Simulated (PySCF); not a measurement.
C4H5P3S.
Cartesian coordinates in Å at the PBE0-D3(BJ)/def2-SVP level; atoms count from 1:
```xyz
13
C4H5P3S angstrom
C      2.8312    0.3648    0.0056
S      1.8501   -1.0864   -0.4040
C      0.1876   -0.5753   -0.1835
P     -0.9064   -1.9099   -0.5595
C     -2.5023   -1.3242   -0.3168
P     -3.2156    0.1788    0.1806
C     -1.8603    1.2130    0.4465
P     -0.1414    1.0704    0.3314
H      2.6619    0.6886    1.0430
H      2.6218    1.2021   -0.6766
H      3.8765    0.0469   -0.1130
H     -3.2471   -2.1039   -0.5322
H     -2.1482    2.2235    0.7691
```

Method: TDDFT CAM-B3LYP/def2-SVPD, vertical, gas phase, core orbitals frozen in the response (PySCF 2.14.0, density-fitted response routines).

Excitation energies and transition dipoles (atomic units, axes of the coordinates) of those of the lowest 10 singlets that add 0.02 au or more to the mean polarisability:

| state | ΔE (hartree) | μx | μy | μz |
| --- | --- | --- | --- | --- |
| S1 | 0.1163 | -0.269 | -0.483 | -0.139 |
| S2 | 0.1324 | 1.466 | -0.277 | -0.140 |
| S3 | 0.1436 | -0.025 | 0.124 | -0.389 |
| S4 | 0.1465 | 0.002 | -0.035 | 0.122 |
| S6 | 0.1536 | -0.010 | 0.079 | -0.261 |
| S7 | 0.1700 | -0.249 | 0.944 | 0.302 |
| S8 | 0.1790 | -1.319 | 0.140 | 0.096 |
| S10 | 0.2103 | -0.407 | -0.651 | -0.186 |

Problem. What does each state add to αxx, αyy and αzz, and how do the sums compare with the full static tensor?

Solution. Each state adds 2 μα² / ΔE.

| state | αxx (au) | αyy (au) | αzz (au) |
| --- | --- | --- | --- |
| S1 | 1.24 | 4.01 | 0.33 |
| S2 | 32.48 | 1.16 | 0.30 |
| S3 | 0.01 | 0.22 | 2.11 |
| S4 | 0.00 | 0.02 | 0.20 |
| S6 | 0.00 | 0.08 | 0.89 |
| S7 | 0.73 | 10.49 | 1.07 |
| S8 | 19.45 | 0.22 | 0.10 |
| S10 | 1.58 | 4.04 | 0.33 |
| all 10 states | 55.5 | 20.2 | 5.4 |
| full response | 211.3 | 145.0 | 92.1 |
| share (%) | 26 | 14 | 6 |

The rest comes from the higher roots of the same response equations.

Problem. Give the full tensor and its principal values.

Solution. In au, rows and columns x, y, z:
```
x   211.3  -4.0  -6.0
y    -4.0 145.0  18.3
z    -6.0  18.3  92.1
```
Principal values 86.3, 150.2 and 212.0 au; mean 149.5 au (22.15 Å³).

Problem. By how much does the contribution of these states grow at 1064 nm?

Solution. With ω = 0.0428 hartree each state's term in the mean polarisability goes from f / ΔE² to f / (ΔE² − ω²), f = (2/3) ΔE |μ|²; the sum over all 10 states goes from 27.02 to 29.51 au, a rise of 2.49 au. The full frequency-dependent response rises by 3.76 au, from 149.50 to 153.26 au.

A one-level model with all 42 active electrons at a single energy would need ΔE = √(N/α) = 14.4 eV to give this α, against S1 at 3.16 eV.

The run took 4.0 min of wall time on an Intel Xeon Platinum 8259CL at 2.50 GHz with one thread, shared host, and the process peaked at 1.1 GiB of memory.

One conformer stands for the species.
